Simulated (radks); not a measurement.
The numbers below are computed, except where a source is named.
Trend from Lu to Hg: ionisation energy by Delta-SCF between NIST ground configurations, and size. Level of theory: Dirac Kohn-Sham, PBE, spin-unpolarised, spherical densities, point nucleus; open shells fill j = l - 1/2 first (a radial shooting solver on a logarithmic mesh with Libxc functionals).

Lu: configuration [Xe] 4f14 5d1 6s2; configuration of the ion [Xe] 4f14 6s2; IE (eV) 5.447; NIST (eV) 5.426; kind exp.; outermost 6s1/2; <r> outermost (bohr) 3.66; r at 0.001 e/bohr^3 (bohr) 5.06
Hf: configuration [Xe] 4f14 5d2 6s2; configuration of the ion [Xe] 4f14 5d1 6s2; IE (eV) 6.695; NIST (eV) 6.825; kind exp.; outermost 6s1/2; <r> outermost (bohr) 3.47; r at 0.001 e/bohr^3 (bohr) 4.98
Ta: configuration [Xe] 4f14 5d3 6s2; configuration of the ion [Xe] 4f14 5d3 6s1; IE (eV) 8.371; NIST (eV) 7.550; kind exp.; outermost 6s1/2; <r> outermost (bohr) 3.32; r at 0.001 e/bohr^3 (bohr) 4.89
W: configuration [Xe] 4f14 5d4 6s2; configuration of the ion [Xe] 4f14 5d4 6s1; IE (eV) 8.766; NIST (eV) 7.864; kind exp.; outermost 6s1/2; <r> outermost (bohr) 3.20; r at 0.001 e/bohr^3 (bohr) 4.79
Re: configuration [Xe] 4f14 5d5 6s2; configuration of the ion [Xe] 4f14 5d5 6s1; IE (eV) 9.160; NIST (eV) 7.834; kind exp.; outermost 6s1/2; <r> outermost (bohr) 3.09; r at 0.001 e/bohr^3 (bohr) 4.70
Os: configuration [Xe] 4f14 5d6 6s2; configuration of the ion [Xe] 4f14 5d6 6s1; IE (eV) 9.514; NIST (eV) 8.438; kind exp.; outermost 6s1/2; <r> outermost (bohr) 2.99; r at 0.001 e/bohr^3 (bohr) 4.61
Ir: configuration [Xe] 4f14 5d7 6s2; configuration of the ion [Xe] 4f14 5d7 6s1; IE (eV) 9.838; NIST (eV) 8.967; kind exp.; outermost 6s1/2; <r> outermost (bohr) 2.91; r at 0.001 e/bohr^3 (bohr) 4.53
Pt: configuration [Xe] 4f14 5d9 6s1; configuration of the ion [Xe] 4f14 5d9; IE (eV) 9.193; NIST (eV) 8.959; kind exp.; outermost 6s1/2; <r> outermost (bohr) 2.94; r at 0.001 e/bohr^3 (bohr) 4.36
Au: configuration [Xe] 4f14 5d10 6s1; configuration of the ion [Xe] 4f14 5d10; IE (eV) 9.427; NIST (eV) 9.226; kind exp.; outermost 6s1/2; <r> outermost (bohr) 2.87; r at 0.001 e/bohr^3 (bohr) 4.28
Hg: configuration [Hg]; configuration of the ion [Xe] 4f14 5d10 6s1; IE (eV) 10.701; NIST (eV) 10.438; kind exp.; outermost 6s1/2; <r> outermost (bohr) 2.70; r at 0.001 e/bohr^3 (bohr) 4.31

Reference values: NIST Atomic Spectra Database (exp. = measured, semi-emp. = semi-empirical, theory = theoretical value adopted there). Spin polarisation and multiplet splitting are left out, so open shells lie too high by an amount that depends on their filling.

Beside tabulated values, note that spin-unpolarised runs miss the spin-polarisation part of the exchange energy of open shells.
